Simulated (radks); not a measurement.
Spherical jellium clusters: N electrons in a uniform positive sphere of charge N and radius rs N^(1/3), rs = 5.12 bohr. Method: non-relativistic Kohn-Sham, LDA (Slater exchange, Perdew-Wang correlation), spin-polarised, spherical densities; computed with a radial shooting solver with Libxc functionals. Levels are named by radial order and angular momentum (1s, 1p, 1d, 2s, ...), and open shells are averaged over m.

N = 14, configuration 1s2 1p6 1d(up 5, down 1). This is the lowest configuration that the search found. Occupied and some empty levels:

level,occupation,eigenvalue (eV),<r> (bohr)
1s up,1,-3.8123,7.876
1s down,1,-3.5920,7.536
1p up,3,-3.2455,9.192
1p down,3,-2.9727,9.137
1d up,5,-2.5087,10.17
1d down,1,-2.2269,10.26
2s up,0,-2.0821,8.414
2s down,0,-1.9575,8.632
1f up,0,-1.6441,11.08
1f down,0,-1.3776,11.28
2p up,0,-1.1544,10.68
2p down,0,-1.0190,10.89

Energy (eV): total -24.9057, kinetic 16.184, external -514.66, Hartree 255.90, exchange-correlation -41.656, background 259.33.

Electron density:

r (bohr),n(r) (e/bohr^3)
0.882,0.0008965
1.86,0.001001
2.85,0.001176
3.83,0.001411
4.81,0.001684
5.79,0.001956
6.78,0.002168
7.76,0.002245
8.74,0.002126
9.72,0.001798
10.7,0.001329
11.7,0.0008425
12.7,0.0004654
13.7,0.0002306
14.6,0.0001059
15.6,0.00004609
16.6,0.00001913
17.6,7.808e-06
18.6,3.128e-06
19.5,1.237e-06
